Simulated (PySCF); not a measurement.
## ErS: frontier orbitals

M06 at R = 2.263 Å; PySCF, spin-free X2C with a Gaussian nucleus, basis sets Er x2c-TZVPall, S x2c-TZVPall. State: quintet, about 11.1 electrons in the 4f shell (Mulliken), real f orbitals that mix terms. Only the outer orbitals are listed, counted within each symmetry.

```tsv
spin	orbital	occ.	ε (eV)	on Er (%)	main shells (%)
α	17σ	1	-7.14	26	72 S p, 14 Er s, 11 Er d
α	9π	1	-6.66	20	80 S p, 16 Er d
α	9π	1	-6.66	20	80 S p, 16 Er d
α	18σ	1	-4.96	96	73 Er s, 18 Er d
α	10π	0	-1.56	98	67 Er p, 32 Er d
α	10π	0	-1.56	98	67 Er p, 32 Er d
α	19σ	0	-1.55	92	50 Er p, 40 Er d
β	1φ	1	-10.91	100	100 Er f
β	16σ	1	-10.82	99	98 Er f
β	3δ	1	-10.75	100	100 Er f
β	3δ	1	-10.75	100	100 Er f
β	17σ	1	-6.82	32	66 S p, 23 Er s
β	8π	1	-6.57	25	74 S p, 16 Er d
β	8π	1	-6.57	25	74 S p, 16 Er d
β	18σ	0	-3.94	89	50 Er s, 26 Er d, 12 Er p
β	9π	0	-2.97	97	93 Er f
β	9π	0	-2.97	97	93 Er f
```

Task: Which are the highest filled and the lowest empty level, where do they sit, and how wide is the gap?

Result: Highest filled α 18σ at -4.96 eV (in %: 73 Er s, 18 Er d); lowest empty β 18σ at -3.94 eV (in %: 50 Er s, 26 Er d, 12 Er p); the gap at M06 is 1.02 eV.

- bond order (Mayer): 2.27
- ⟨S²⟩: 6.005
- charge on Er (Mulliken, basis-dependent): 0.51
- charge on Er (Löwdin, basis-dependent): 0.09
- dipole moment (positive dipole means Er(−)S(+)): -5.59 D

Spin–orbit coupling is left out. The state is the lowest single determinant that the PBE0 search found; with open d or f shells the true ground state can be another one.
